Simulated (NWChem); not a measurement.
All runs are NWChem calculations. System: H2B, charge 0, spin multiplicity 2, at a geometry optimised with UPBE/def2-SVP. The structure started from a generated list of species. Its SCF solution wasn't tested for a lower state. Level: UMP2/def2-QZVP, 1 core orbitals frozen.

Job file:

```
start mol
memory heap 200 mb stack 900 mb global 1100 mb
geometry units angstroms nocenter noautoz
  B      0.000000     0.000000    -0.148459
  H      1.096540     0.000000     0.371146
  H     -1.096540     0.000000     0.371146
  symmetry group C2v
end
basis spherical
  * library def2-qzvp
end
scf
  uhf
  nopen 1
  maxiter 100
  thresh 1e-7
  semidirect memsize 60000000 filesize 0
  # guess.movecs holds the orbitals of an unrestricted PBE0 run
  vectors input guess.movecs output mol.movecs
end
mp2
  freeze core 1
end
task mp2 energy
```

Output (cleaned and shortened):

```
             Northwest Computational Chemistry Package (NWChem) 7.3.0
             --------------------------------------------------------

                                NWChem Input Module
                                -------------------

 Scaling coordinates for geometry "geometry" by  1.889725989
 (inverse scale =  0.529177249)

 Turning off AUTOSYM since
 SYMMETRY directive was detected!

                             Geometry "geometry" -> ""
                             -------------------------

 Output coordinates in angstroms (scale by  1.889725989 to convert to a.u.)

  No.       Tag          Charge          X              Y              Z
 ---- ---------------- ---------- -------------- -------------- --------------
    1 B                    5.0000     0.00000000     0.00000000    -0.14845900
    2 H                    1.0000     1.09654000     0.00000000     0.37114600
    3 H                    1.0000    -1.09654000     0.00000000     0.37114600

 Effective nuclear repulsion energy (a.u.)       4.6023317199

            Nuclear Dipole moment (a.u.)
            ----------------------------
        X                 Y               Z
 ---------------- ---------------- ----------------
     0.0000000000     0.0000000000    -0.0000056692

      Symmetry information
      --------------------

 Group name             C2v
 Group number             16
 Group order               4
 No. of unique centers     2

      Symmetry unique atoms

     1    2


 Summary of "ao basis" -> "" (spherical)
 ------------------------------------------------------------------------------
       Tag                 Description            Shells   Functions and Types
 ---------------- ------------------------------  ------  ---------------------
 *                         def2-qzvp                  on all atoms

 Summary of "ao basis" -> "ao basis" (spherical)
 ------------------------------------------------------------------------------
       Tag                 Description            Shells   Functions and Types
 ---------------- ------------------------------  ------  ---------------------
[...]
  AO/Fock/Back tols     =   1.0D-09  1.0D-09  1.0D-09

 GA uses MA = F    GA memory limited = T

 Available:
  local mem=  1.26D+08
 global mem=  1.44D+08
 local disk=  0.00D+00
  mp2_memr nvloc                   113
  nvloc new                   113
   1 passes of   3:        7340032                      55933                   7979875.
   1 passes of   3: M    126151798           G      144151822           F     118811766.

 Semi-direct pass number   1 of   1  for UHF alpha       at        2.3s
  vrange nnbf                  6903
  mp2_eaftype                    30  avail_ma_in_mb                  1099
 EAF : mp2_eaftype filesize          30    3989937.
  mp2_eaf for mointskh                     30
Node 0 wrote     18.7 Mb in      0.0 s     Agg I/O rate:  2359.9 Mb/s
 Done moints_semi at        5.3s
  mp2_eaftype                    30  avail_ma_in_mb                  1069
 EAF : mp2_eaftype filesize          30    3989937.
  mp2_eaf for kh                    30
 Done maket at        5.3s
 Done multipass loop at        5.3s

 GA uses MA = F    GA memory limited = T

 Available:
  local mem=  1.26D+08
 global mem=  1.44D+08
 local disk=  0.00D+00
  mp2_memr nvloc                   114
  nvloc new                   114
   1 passes of   2:        7340032                      46762                   5374683.
   1 passes of   2: M    126151798           G      144151822           F     118811766.

 Semi-direct pass number   1 of   1  for UHF beta        at        5.3s
  vrange nnbf                  6903
  mp2_eaftype                    20  avail_ma_in_mb                  1099
 EAF : mp2_eaftype filesize          20    2687341.
  mp2_eaf for mointskh                     20
Node 0 wrote     12.6 Mb in      0.0 s     Agg I/O rate:  2377.8 Mb/s
 Done moints_semi at        7.9s
  mp2_eaftype                    20  avail_ma_in_mb                  1079
 EAF : mp2_eaftype filesize          20    2687341.
  mp2_eaf for kh                    20
 Done maket at        7.9s
 Done multipass loop at        7.9s

          -------------------------------------------
          SCF energy                 -25.761382911522
          Correlation energy          -0.087534503407
          Singlet pairs                0.000000000000
          Triplet pairs                0.000000000000
          Total MP2 energy           -25.848917414929
          -------------------------------------------

          ---------------------------------------------------
                    Spin Component Scaled (SCS) MP2
          Same spin pairs                     -0.009774180138
          Same spin scaling factor             0.333333333333
          Opposite spin pairs                 -0.077760323269
          Opposite spin scaling fact.          1.200000000000
          SCS-MP2 correlation energy          -0.096570447969
          Total SCS-MP2 energy               -25.857953359491
          ---------------------------------------------------

 -----------------------
 Performance information
 -----------------------

 Timer overhead =  9.65D-08 seconds/call

               Nr. of calls         CPU time (s)                 Wall time (s)                GFlops
             ---------------    -------------------     ------------------------------   -------------------
Name         Min   Avg   Max    Min     Avg     Max     Min     Avg     Max   Mx/calls   Min     Max     Sum
mp2: moin     2     2     2    5.5     5.5     5.5      5.5     5.5     5.5     2.7      0.0     0.0     0.0
mp2: make     2     2     2   5.65E-2 5.65E-2 5.65E-2  5.65E-2 5.65E-2 5.65E-2 2.82E-2   0.0     0.0     0.0
mp2: tota     1     1     1    5.7     5.7     5.7      5.7     5.7     5.7     5.7      0.0     0.0     0.0

 The average no. of pstat calls per process was 5.00D+00
 with a timing overhead of 4.82D-07s

 Task  times  cpu:        7.9s     wall:        7.9s

 Total times  cpu:        7.9s     wall:        7.9s
```
